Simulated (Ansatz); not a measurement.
AlH4OSSi, SMILES `[SiH3][O][Al][SH]` radical. The species carries charge 0 and has multiplicity 2.

```tsv
atom	x (Å)	y (Å)	z (Å)
Si1	-1.348	-0.200	-0.644
O2	-0.157	-0.073	0.457
Al3	0.897	-0.011	1.770
S4	3.011	0.454	1.355
H5	-0.771	-0.181	-2.014
H6	-2.092	-1.474	-0.454
H7	-2.297	0.936	-0.505
H8	2.757	0.549	0.036
```

Q: Give the diagnostics of a CCSD(T)/def2-TZVPP run (frozen core, Ansatz). (An estimate is asked.)

A: Ansatz gave: T1 = 0.0143, largest single amplitude 0.029, largest double 0.027, (T) share of the correlation energy 3.7 %, 11 CCSD cycles. ⟨S²⟩ of the UHF reference is 0.754 against 0.75 for a pure state. T1 lies under the customary mark of 0.045 for open shells.
